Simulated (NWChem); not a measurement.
System: C$_{2}$H$_{7}$NSi; SMILES C1NC[SiH2]1

Here is an NWChem input.

```
start job
memory heap 200 mb stack 900 mb global 1100 mb
geometry units angstroms noautosym nocenter noautoz
  C     -0.131375     0.456134     1.166463
  N      0.277231     1.264449     0.000000
  C     -0.131375     0.456134    -1.166463
  Si     0.051328    -1.052156     0.000000
  H      0.530502     0.568889     2.051099
  H     -1.192093     0.595482     1.501364
  H     -0.043618     2.241574     0.000000
  H     -1.192093     0.595482    -1.501364
  H      0.530502     0.568889    -2.051099
  H     -1.003162    -2.127858     0.000000
  H      1.412906    -1.688863     0.000000
end
basis spherical
  C library cc-pvtz
  N library cc-pvtz
  Si library cc-pvtz
  H library cc-pvtz
end
dft
  xc pbe0
  iterations 150
  semidirect filesize 400000000
end
property
  efieldgrad
end
task dft property
```

NWChem printed, in part:

```
             Northwest Computational Chemistry Package (NWChem) 7.3.0
             --------------------------------------------------------

                             Geometry "geometry" -> ""
                             -------------------------

 Output coordinates in angstroms (scale by  1.889725989 to convert to a.u.)

  No.       Tag          Charge          X              Y              Z
 ---- ---------------- ---------- -------------- -------------- --------------
    1 C                    6.0000    -0.13137500     0.45613400     1.16646300
    2 N                    7.0000     0.27723100     1.26444900     0.00000000
    3 C                    6.0000    -0.13137500     0.45613400    -1.16646300
    4 Si                  14.0000     0.05132800    -1.05215600     0.00000000
    5 H                    1.0000     0.53050200     0.56888900     2.05109900
    6 H                    1.0000    -1.19209300     0.59548200     1.50136400
    7 H                    1.0000    -0.04361800     2.24157400     0.00000000
    8 H                    1.0000    -1.19209300     0.59548200    -1.50136400
    9 H                    1.0000     0.53050200     0.56888900    -2.05109900
   10 H                    1.0000    -1.00316200    -2.12785800     0.00000000
   11 H                    1.0000     1.41290600    -1.68886300     0.00000000

 Effective nuclear repulsion energy (a.u.)     169.4923554599

                              NWChem Property Module
                              ----------------------

  itol2e modified to match energy
  convergence criterion.

                                 NWChem DFT Module
                                 -----------------

 Summary of "ao basis" -> "ao basis" (spherical)
 ------------------------------------------------------------------------------
       Tag                 Description            Shells   Functions and Types
 ---------------- ------------------------------  ------  ---------------------
 C                          cc-pvtz                 10       30   4s3p2d1f
 N                          cc-pvtz                 10       30   4s3p2d1f
 Si                         cc-pvtz                 12       34   5s4p2d1f
 H                          cc-pvtz                  6       14   3s2p1d

  itol2e modified to match energy
  convergence criterion.

            General Information
            -------------------
          SCF calculation type: DFT
          Wavefunction type:  closed shell.
          No. of atoms     :    11
          No. of electrons :    40
           Alpha electrons :    20
            Beta electrons :    20
          Charge           :     0
          Spin multiplicity:     1
          Use of symmetry is: off; symmetry adaption is: off
          Maximum number of iterations: 150
          AO basis - number of functions:   222
                     number of shells:    84
          Convergence on energy requested:  1.00D-07
          Convergence on density requested:  1.00D-05
          Convergence on gradient requested:  5.00D-04

              XC Information
              --------------
                         PBE0 Method XC Functional
                     Hartree-Fock (Exact) Exchange  0.250
          PerdewBurkeErnzerhof Exchange Functional  0.750
            Perdew 1991 LDA Correlation Functional  1.000 local
           PerdewBurkeErnz. Correlation Functional  1.000 non-local

[...]

          -----------------------
          Electric field gradient
          -----------------------

 1 a.u. = 0.324123 10**(16) esu/cm**3  ( or statvolts/cm**2 ) = 0.97174 10**(22) v/m**2

 ------------------------------------------------------------
   Atom      X         Y         Z
 ------------------------------------------------------------
    1 C   -0.24826   0.86197   2.20430
 ------------------------------------------------------------

 Electric field gradient in molecular frame (a.u.)
         XX             YY             ZZ             XY             XZ             YZ
 ------------------------------------------------------------------------------------------
        0.043565      -0.001593      -0.041972      -0.064252       0.069296       0.178964

 Principal components (a.u.) and orientation
 of principal axis w.r.t. absolute frame                      Asymmetry parameter eta
 --------------------------------------------------------------------------------------
       -0.234040       0.158350       0.075690                       0.353187

       -0.322211      -0.019335       0.946470
       -0.631825       0.748919      -0.199795
        0.704967       0.662380       0.253526

 ------------------------------------------------------------
   Atom      X         Y         Z
 ------------------------------------------------------------
    2 N    0.52389   2.38946   0.00000
 ------------------------------------------------------------

 Electric field gradient in molecular frame (a.u.)
         XX             YY             ZZ             XY             XZ             YZ
 ------------------------------------------------------------------------------------------
        1.226887      -0.558766      -0.668121      -0.046249       0.000000       0.000000

 Principal components (a.u.) and orientation
 of principal axis w.r.t. absolute frame                      Asymmetry parameter eta
 --------------------------------------------------------------------------------------
        1.228084      -0.668121      -0.559963                       0.088071

        0.999665      -0.000000       0.025874
       -0.025874      -0.000000       0.999665
        0.000000       1.000000       0.000000

 ------------------------------------------------------------
   Atom      X         Y         Z
 ------------------------------------------------------------
    3 C   -0.24826   0.86197  -2.20430
 ------------------------------------------------------------

 Electric field gradient in molecular frame (a.u.)
         XX             YY             ZZ             XY             XZ             YZ
 ------------------------------------------------------------------------------------------
        0.043565      -0.001593      -0.041972      -0.064252      -0.069296      -0.178964

 Principal components (a.u.) and orientation
 of principal axis w.r.t. absolute frame                      Asymmetry parameter eta
 --------------------------------------------------------------------------------------
       -0.234040       0.158350       0.075690                       0.353187

        0.322211      -0.019335       0.946470
        0.631825       0.748919      -0.199796
        0.704967      -0.662380      -0.253526

 ------------------------------------------------------------
   Atom      X         Y         Z
 ------------------------------------------------------------
    4 Si   0.09700  -1.98829   0.00000
 ------------------------------------------------------------

 Electric field gradient in molecular frame (a.u.)
         XX             YY             ZZ             XY             XZ             YZ
 ------------------------------------------------------------------------------------------
        0.047000       0.229392      -0.276392      -0.055289       0.000000       0.000000

 Principal components (a.u.) and orientation
 of principal axis w.r.t. absolute frame                      Asymmetry parameter eta
 --------------------------------------------------------------------------------------
       -0.276392       0.244843       0.031549                       0.771708

       -0.000000      -0.269146       0.963099
       -0.000000       0.963099       0.269146
        1.000000      -0.000000       0.000000

 ------------------------------------------------------------
   Atom      X         Y         Z
 ------------------------------------------------------------
    5 H    1.00250   1.07504   3.87602
 ------------------------------------------------------------

 Electric field gradient in molecular frame (a.u.)
         XX             YY             ZZ             XY             XZ             YZ
 ------------------------------------------------------------------------------------------
       -0.010574       0.131050      -0.120477      -0.030372      -0.183932      -0.025125

 Principal components (a.u.) and orientation
 of principal axis w.r.t. absolute frame                      Asymmetry parameter eta
 --------------------------------------------------------------------------------------
       -0.261230       0.140812       0.120419                       0.078065

        0.596436      -0.483826       0.640450
        0.097211       0.835577       0.540704
        0.796753       0.260237      -0.545401

 ------------------------------------------------------------
   Atom      X         Y         Z
 ------------------------------------------------------------
    6 H   -2.25273   1.12530   2.83717
 ------------------------------------------------------------

 Electric field gradient in molecular frame (a.u.)
         XX             YY             ZZ             XY             XZ             YZ
 ------------------------------------------------------------------------------------------
       -0.209672       0.122055       0.087617       0.048007       0.102909      -0.005218

[...]
```

Level: PBE0/cc-pVTZ. All runs use the structure optimised with PBE-D3(BJ)/def2-SVP. NWChem prints the field gradient with the sign opposite to the second derivative of the potential.
